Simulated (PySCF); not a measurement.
# Where the electron goes

C5H5GeNO.
Cartesian coordinates in Å at the PBE0-D3(BJ)/def2-SVP level; atoms count from 1:
```xyz
13
C5H5GeNO angstrom
N      4.0668    1.2904    1.2071
C      3.0816    0.8778    0.7544
C      1.8917    0.3574    0.1893
C      1.6708   -0.6875   -0.6720
C      0.2657   -0.7215   -0.8793
C     -0.2715    0.2975   -0.1305
Ge    -2.0946    0.9031    0.1542
O      0.7210    0.9502    0.5169
H      2.4306   -1.3391   -1.0963
H     -0.2877   -1.4164   -1.5072
H     -2.9918   -0.0071   -0.6953
H     -2.2251    2.3668   -0.2903
H     -2.4464    0.7766    1.6434
```

Level of theory: PySCF, TDDFT PBE0/def2-SVPD, vertical, gas phase, core orbitals frozen in the response. The PBE0/def2-SVPD calculation is non-relativistic and has no spin–orbit coupling, an omission that weighs most on germanium.

Kohn–Sham orbitals with the atoms that hold most of them (Löwdin shares over 4%, at most four atoms; ? is withheld):

```tsv
orbital	ε (eV)	atoms
LUMO+2	0.21	Ge7 28%, N1 18%, C2 16%, H13 7%
LUMO+1	-0.10	Ge7 23%, N1 18%, C2 15%, H11 8%
LUMO	-1.64	C6 15%, C3 15%, N1 14%, C4 14%
HOMO	?	?
HOMO-1	-8.99	?
HOMO-2	-9.89	N1 32%, C2 25%, C6 10%, Ge7 9%
HOMO-3	-10.12	Ge7 35%, H13 22%, H12 19%, N1 7%
```

Task: Give the leading atoms of the HOMO.

Result: C6 (bonded to C, Ge and O) 23%; C3 (bonded to 2 C and O) 21%; C5 (bonded to 2 C and H) 13%; N1 (bonded to C) 13%. By element: carbon 56% or more, nitrogen 13%.

Task: Which atoms hold the HOMO-1, and with what shares?

Result: C5 (bonded to 2 C and H) 28%; C4 (bonded to 2 C and H) 28%; O8 (bonded to 2 C) 22%; C6 (bonded to C, Ge and O) 8%. By element: carbon 63% or more, oxygen 22%.

Task: What is the HOMO energy, and the HOMO–LUMO gap?

Result: ε(HOMO) = -7.37 eV; the gap is 5.74 eV (0.2108 hartree).

Task: The HOMO–LUMO gap is 5.74 eV. Where does the response calculation put the lowest singlet, and from which orbitals?

Result: S1 is at 5.25 eV (f = 0.466), 0.48 eV below the gap, made of HOMO→LUMO (96%). Without the coupling terms of the response equations the lowest excitation would equal the gap.

Task: One configuration dominates each of S1, S2 and S5. Which, and how do the shares of the two leading atoms of either orbital change from the occupied to the empty one?

Result: 
- S1 (5.25 eV, f 0.466), HOMO→LUMO (96%): C6 23% → 15%, C3 21% → 15%
- S2 (5.79 eV, f 0.0001), HOMO→LUMO+1 (70%): C6 23% → at most 9%, C3 21% → at most 9%, Ge7 at most 13% → 23%, N1 13% → 18%
- S5 (6.62 eV, f 0.0007), HOMO-2→LUMO (89%): N1 32% → 14%, C2 25% → at most 15%, C6 10% → 15%, C3 at most 9% → 15%
